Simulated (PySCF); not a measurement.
One formula, C4H9ClOSi, several structures.

PySCF, wB97X-D/def2-SVPD, density fitting, gas phase; each molecule at its own GFN2-xTB geometry, one conformer. Singlet excitations by full TDDFT with frozen cores and triplets by Tamm–Dancoff TDDFT. 

Torsions of the conformers computed, which needn't be the lowest (atom-mapped SMILES):
- `[CH3:1][O:2][Si@@H:3]([Cl:4])[CH:5]1[CH2:6][CH2:7]1`: C1–O2–Si3–Cl4 51°, O2–Si3–C5–C6 -159°
- `[CH3:1][O:2][C@@H:3]1[CH2:4][C@H:5]1[SiH2:6][Cl:7]`: C1–O2–C3–C4 153°, C4–C5–Si6–Cl7 152°
- `[CH2:1]=[CH:2][CH2:3][Si@@H:4]([OH:5])[CH2:6][Cl:7]`: C1–C2–C3–Si4 -108°, C2–C3–Si4–O5 -61°, C3–Si4–C6–Cl7 -168°, H–O5–Si4–C3 162°
- `[CH2:1]=[C:2]([CH3:3])[O:4][SiH2:5][CH2:6][Cl:7]`: C1–C2–O4–Si5 1°, C2–O4–Si5–C6 -179°, O4–Si5–C6–Cl7 -178°
- `[CH3:1][O:2][C@@H:3]1[CH2:4][C@@H:5]1[SiH2:6][Cl:7]`: C1–O2–C3–C4 -79°, C4–C5–Si6–Cl7 118°

The conformers of `Cl[C@H]1COCC[SiH2]1` aren't listed.

Reference: `CO[Si@@H](Cl)C1CC1`, with HOMO energy -10.08 eV, LUMO energy 2.20 eV, lowest singlet excitation 7.69 eV, lowest triplet excitation 7.38 eV and mean polarisability 85.5 au.

Changes against it:

```tsv
molecule	Δ electronic energy (kcal/mol)	Δ HOMO energy (eV)	Δ LUMO energy (eV)	Δ lowest singlet excitation (eV)	Δ lowest triplet excitation (eV)	Δ mean polarisability (au)
C=C(C)O[SiH2]CCl	+28.5	+1.16	-0.36	-1.12	-2.79	+5.8
CO[C@@H]1C[C@@H]1[SiH2]Cl	+32.7	+0.57	-0.05	-0.27	-0.13	+2.6
Cl[C@H]1COCC[SiH2]1	+38.8	+0.56	-0.31	-0.90	-1.19	+3.0
```

Rows whose labels were lost:

```tsv
row	Δ electronic energy (kcal/mol)	Δ HOMO energy (eV)	Δ LUMO energy (eV)	Δ lowest singlet excitation (eV)	Δ lowest triplet excitation (eV)	Δ mean polarisability (au)
P	+16.4	+0.97	-0.63	-1.09	-2.91	+5.4
Q	+32.8	+0.74	-0.36	-0.40	-0.29	+2.9
```

Task: Which row belongs to which of `CO[C@@H]1C[C@H]1[SiH2]Cl` and `C=CC[Si@@H](O)CCl`?

Result: P = `C=CC[Si@@H](O)CCl` and Q = `CO[C@@H]1C[C@H]1[SiH2]Cl`. P and Q are told apart most clearly by the lowest triplet excitation (-2.91 against -0.29 eV).

Task: Which row has the smallest HOMO–LUMO gap and which the largest, and does the HOMO or the LUMO shift more there?

Result: Smallest, counted from the reference: P, -1.60 eV (HOMO +0.97, LUMO -0.63), the larger shift being that of the HOMO. Largest: `CO[C@@H]1C[C@@H]1[SiH2]Cl`, -0.62 eV (HOMO +0.57, LUMO -0.05), the larger shift being that of the HOMO. The gap of the reference itself lies above all of them.

wB97X-D is run here without its empirical dispersion term; that term would change no orbital, density or response property at a fixed geometry.
